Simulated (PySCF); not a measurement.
**Solvent effects on NMR parameters**

Geometry:
| atom | x (Å) | y (Å) | z (Å) |
| --- | --- | --- | --- |
| C1 | 3.027 | -0.697 | 0.305 |
| C2 | 1.773 | 0.096 | 0.393 |
| N3 | 1.759 | 1.415 | 0.663 |
| N4 | 0.547 | 1.881 | 0.685 |
| N5 | -0.267 | 0.854 | 0.425 |
| C6 | -1.629 | 0.921 | 0.357 |
| C7 | -2.324 | -0.218 | 0.080 |
| C8 | -1.638 | -1.450 | -0.132 |
| C9 | -0.269 | -1.500 | -0.059 |
| C10 | 0.446 | -0.314 | 0.228 |
| H11 | 3.053 | -1.509 | 1.049 |
| H12 | 3.158 | -1.151 | -0.690 |
| H13 | 3.880 | -0.032 | 0.494 |
| H14 | -2.061 | 1.907 | 0.533 |
| H15 | -3.413 | -0.174 | 0.024 |
| H16 | -2.211 | -2.353 | -0.352 |
| H17 | 0.280 | -2.430 | -0.217 |

GIAO PBE0/pcSseg-1 in PySCF on one PBE0-D3(BJ)/def2-SVP conformer, non-relativistic, equivalent nuclei averaged. Solvents enter as an IEF-PCM continuum (dichloromethane with ε = 8.9, methanol with ε = 32.6) around the gas-phase geometry. Shifts are referred to TMS computed in the same medium.

Gas phase, δ in ppm: C2 136.1, C10 135.7, C6 130.8, C8 127.5, C9 123.0, C7 118.1, C1 12.3, H14 8.72, H17 7.72, H16 7.16, H15 6.86, H11/H12/H13 2.74. Dipole moment 4.56 D.

Task: How does each δ change in the continuum?

Result: 
| atoms | environment | Δδ, dichloromethane | Δδ, methanol |
| --- | --- | --- | --- |
| C2 | substituted aromatic carbon next to a ring nitrogen | +2.6 | +3.1 |
| C10 | ring-fusion aromatic carbon | +1.7 | +2.0 |
| C6 | aromatic CH next to a ring nitrogen | +1.6 | +1.7 |
| C8 | aromatic CH | +4.5 | +5.2 |
| C9 | aromatic CH | +1.8 | +2.2 |
| C7 | aromatic CH | +3.9 | +4.6 |
| C1 | methyl carbon on an aromatic ring | +0.6 | +0.7 |
| H14 | hydrogen on an aromatic CH next to a ring nitrogen | +0.25 | +0.28 |
| H17 | hydrogen on an aromatic CH | +0.36 | +0.43 |
| H16 | hydrogen on an aromatic CH | +0.44 | +0.52 |
| H15 | hydrogen on an aromatic CH | +0.46 | +0.53 |
| H11/H12/H13 | hydrogen on a methyl carbon on an aromatic ring | +0.06 | +0.07 |

Changes are relative to the gas phase. The dipole moment becomes 6.23 D in dichloromethane, 6.52 D in methanol.

Task: Which of the listed nuclei move most (in ppm), and what does the model miss? (N and O are left out, as their reference compounds move with the solvent too.)

Result: C8 (aromatic CH, +5.2 ppm) in methanol. A continuum only polarises the solute; specific hydrogen bonds, the anisotropy of aromatic solvents and changes of geometry or conformer are outside it.
